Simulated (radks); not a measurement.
Spherical quantum dot in the effective-mass picture: electrons in a well V = -V0 / (1 + exp((r - R)/a)) with V0 = 20.9, R = 2.37, a = 0.15, with a point charge +2 (a donor) at the centre, all in effective atomic units (hartree* = m*/eps^2 hartree, bohr* = eps/m* bohr), one dielectric constant everywhere. Calculated with a radial shooting solver with Libxc functionals: non-relativistic Kohn-Sham, LDA (Slater exchange, Perdew-Wang correlation), spin-polarised, spherical densities. Levels are named by radial order and angular momentum (1s, 1p, 1d, 2s, ...), and open shells are averaged over m.

N = 21, configuration 1s2 1p6 1d10 2s2 1f(up 1, down 0). This is the lowest configuration that the search found. Occupied and some empty levels:

level,occupation,eigenvalue (hartree*),<r> (bohr*)
1s up,1,-9.5392,1.248
1s down,1,-9.5252,1.242
1p up,3,-8.7383,1.549
1p down,3,-8.7183,1.548
1d up,5,-7.7934,1.655
1d down,5,-7.7716,1.655
2s up,1,-7.6832,1.074
2s down,1,-7.6731,1.077
1f up,1,-6.6015,1.733
1f down,0,-6.5789,1.733
2p up,0,-5.3299,1.297
2p down,0,-5.3187,1.297
1g up,0,-5.1809,1.797
1g down,0,-5.1579,1.797
2d up,0,-3.4539,1.461
2d down,0,-3.4406,1.460

Energy (hartree*): total -295.601, kinetic 45.206, external -455.80, Hartree 128.65, exchange-correlation -13.658.
